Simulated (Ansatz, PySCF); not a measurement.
Complex: CH4 (SMILES C) (first 5 atoms) with CH6Si (SMILES C[SiH3]); geometry from B3LYP-D3(BJ)/def2-TZVP, rigid monomers moved along the line of their centres of mass till C1···Si7 is 4.50 Å.
(charge 0, multiplicity 1):
```xyz
13

C     -0.08744     0.01240     0.32097
H     -0.33357    -0.40107    -0.65602
H      0.57248    -0.67456     0.84871
H      0.41208     0.97190     0.19234
H     -1.00193     0.15110     0.89595
C      0.60275     1.13725     4.56368
Si    -0.20040    -0.54281     4.78682
H      0.68992     1.38829     3.50578
H      1.60358     1.14968     4.99914
H      0.01340     1.91668     5.05010
H     -1.56159    -0.55670     4.19826
H     -0.31435    -0.87761     6.22778
H      0.60266    -1.60068     4.12688
```

Counterpoise-corrected where a basis set is named; no monomer relaxation.

Correlated levels freeze the cores.

Run with Ansatz (a first-principles code) with Gaussian orbitals; PySCF for the dispersion terms. Each number belongs to the level named beside it.

PBE/def2-TZVPPD gives -0.33 kcal/mol for the interaction energy.

Task: How do the other levels lie against it? Give each less PBE: PBE-D3(BJ)/def2-TZVPPD, r2SCAN/def2-TZVPPD, PBE0/def2-TZVPPD, wB97M-V/def2-TZVPPD, MP2/aug-cc-pV(D+d)Z, CCSD(T)/aug-cc-pV(D+d)Z.

Result: PBE-D3(BJ)/def2-TZVPPD -0.62; r2SCAN/def2-TZVPPD 0.00; PBE0/def2-TZVPPD 0.07; wB97M-V/def2-TZVPPD -0.32; MP2/aug-cc-pV(D+d)Z -0.28; CCSD(T)/aug-cc-pV(D+d)Z -0.31 kcal/mol. 2 of 6 lie above PBE; the widest gap is to PBE-D3(BJ)/def2-TZVPPD.
